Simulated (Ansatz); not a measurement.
Reaction (ligand exchange at the In–C bond): `[CH3][InH][CH3]` + HCl → `[CH3][InH][Cl]` + CH₄

Computed with Ansatz on PBE0-D4/def2-TZVP structures; ΔE is electronic, products minus reactants. CCSD(T)/CBS is the MP2 limit (def2-TZVPP, def2-QZVPP) plus CCSD(T) − MP2 in def2-TZVPP, frozen cores. This one scheme is used for every species. Functionals use def2-TZVPP. B3LYP here is the variant with VWN-RPA as its local correlation; programs differ in this. def2 core potentials past Kr. For In outer-core shells are correlated without core-valence functions, which leaves a few kJ/mol of doubt a bond.

```
          level  ΔE (kJ/mol)  difference from CCSD(T)/CBS
         PBE-D4       -165.3                          1.3
        PBE0-D4       -168.7                         -2.1
     r2SCAN0-D4       -175.4                         -8.8
        ωB97M-V       -167.6                         -1.0
            PBE       -166.0                          0.6
           PBE0       -169.3                         -2.7
          B3LYP       -174.0                         -7.4
        r2SCANh       -175.4                         -8.8
          BHLYP       -179.7                        -13.1
        LC-ωPBE       -165.9                          0.7
   MP2/def2-SVP       -173.7                         -7.1
  CCSD/def2-SVP       -172.9                         -6.3
  HF/def2-TZVPP       -190.3                        -23.7
 MP2/def2-TZVPP       -163.1                          3.5
CCSD/def2-TZVPP       -163.0                          3.6
  HF/def2-QZVPP       -190.1                        -23.5
    CCSD(T)/CBS       -166.6                            0
```

Largest T1 diagnostic among the species: 0.012.

From BLYP to BHLYP (50 % exact exchange), in def2-TZVPP and without D4, ΔE moves by −7.8 kJ/mol. At CCSD(T), def2-SVP lies −4.7 kJ/mol from the extrapolated value and def2-TZVPP +5.6 kJ/mol. Leaving LDA and LC-ωPBE aside and taking each functional with its dispersion term where it has one, the values, not all of them listed here, spread over 14.7 kJ/mol, from B97M-V to revPBE-D4. LDA lies +7.2 kJ/mol from PBE without D4.
